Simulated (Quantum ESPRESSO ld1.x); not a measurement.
Q: The bismuth ion Bi66+, configuration [Ne] 3s2 3p5. Calculated with ld1.x of Quantum ESPRESSO 7.5: scalar-relativistic Kohn-Sham, LDA (Slater exchange, VWN5 correlation), spin-polarised, spherical densities, point nucleus; open shells are filled with parallel spins first. Some entries of the table are withheld. Estimate them.

orbital  occ.  eigenvalue (hartree)  r(max) (bohr)  <r> (bohr)
1s up       1              -3530.23         0.0096     0.01579
1s down     1              -3530.06         0.0096     0.01579
2s up       1              -792.331          0.056     0.06593
2s down     1              -792.194          0.056     0.06592
2p up       3              -706.888          0.047     0.05989
2p down     3              -706.717          0.047     0.05989
3s up       1              -313.077          0.152      0.1607
3s down     1              -312.703          0.152      0.1608
3p up       3                   (1)            (2)      0.1599
3p down     2                   (3)            (4)      0.1599
3d up       0              -268.429          0.120      0.1418
3d down     0              -268.097          0.120      0.1418
4s up       0                   (5)          0.305      0.3019
4s down     0                   (6)          0.305      0.3022

A: 
(1) 3p up eigenvalue (hartree): -288.217
(2) 3p up r(max) (bohr): 0.151
(3) 3p down eigenvalue (hartree): -287.843
(4) 3p down r(max) (bohr): 0.151
(5) 4s up eigenvalue (hartree): -164.704
(6) 4s down eigenvalue (hartree): -164.558
